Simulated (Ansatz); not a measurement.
Program: Ansatz. Geometries: PBE0-D4/def2-TZVP. ΔE: electronic, gas phase. CBS: MP2 limit from def2 TZ/QZ plus the TZ coupled-cluster correction, frozen cores. This one scheme is used for every species. Functionals use def2-TZVPP. B3LYP here is the variant with VWN-RPA as its local correlation; programs differ in this. HSE06 is defined as in plane-wave codes. One conformer a species, not always the lowest.

`S[SiH2]BCl` + `O[SiH3]` → `[SiH3]O[SiH2]S` + `BCl`  (cleavage of the Si–B bond)

Q: Is it downhill or uphill in electronic energy at CCSD(T)/CBS, and by how much? (Best estimate.)

A: Ansatz gave: Downhill: ΔE = -135.8 kJ/mol.

Q: What do these levels give: B3LYP-D4, HSE06-D4, CAM-B3LYP, MP2/def2-TZVPP, MP2/def2-QZVPP, HF/CBS(def2)? (Best estimate.)

A: Computed: B3LYP-D4 -136.6, HSE06-D4 -121.1, CAM-B3LYP -142.0, MP2/def2-TZVPP -142.6, MP2/def2-QZVPP -143.1, HF/CBS(def2) -163.6 kJ/mol.

Largest T1 diagnostic among the species: 0.013.

Leaving LDA and LC-ωPBE aside and taking each functional with its dispersion term where it has one, the values, not all of them listed here, spread over 36.8 kJ/mol, from BHLYP-D4 to PBE-D4. From BLYP to BHLYP (50 % exact exchange), in def2-TZVPP and without D4, ΔE moves by −19.4 kJ/mol. In def2-TZVPP, CCSD(T) changes the Hartree–Fock value by +24.2 kJ/mol (the triples alone add +3.4 kJ/mol) and MP2 by +18.1 kJ/mol.
